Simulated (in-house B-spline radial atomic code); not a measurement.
**Ni2+: [Ar] 3d8**

Computed with an all-electron radial atomic-structure program (B-spline basis): non-relativistic B3LYP, spin-polarised, spherical fractional occupations, exact exchange averaged over the configuration, point nucleus.

Screening seen three ways: the hydrogenic charge with the same mean radius, Z_r = [3n² - l(l+1)]/(2<r>), the one with the same energy, Z_e = n√(-2ε), and Slater's rules. Values are occupation-weighted means over spin.

| shell | electrons | ε (eV) | <r> (bohr) | Z_r | Z_e | Slater |
| --- | --- | --- | --- | --- | --- | --- |
| 1s | 2 | -8181.5 | 0.05483 | 27.36 | 24.52 | 27.70 |
| 2s | 2 | -996.09 | 0.2481 | 24.18 | 17.11 | 23.85 |
| 2p | 6 | -871.53 | 0.2165 | 23.09 | 16.01 | 23.85 |
| 3s | 2 | -132.59 | 0.7505 | 17.99 | 9.37 | 16.75 |
| 3p | 6 | -94.112 | 0.7836 | 15.95 | 7.89 | 16.75 |
| 3d | 8 | -31.018 | 0.9601 | 10.94 | 4.53 | 7.55 |

The least bound orbital is 3d down at -29.64 eV, and it is also the most diffuse (<r> = 0.9756 bohr).

The density falls to 0.001 bohr⁻³ at 2.944 bohr; Σ<r²> = 15.754 bohr² gives, by the non-relativistic formula and without the paramagnetism of open shells, a Langevin diamagnetic susceptibility of -12.48×10⁻⁶ cm³/mol.
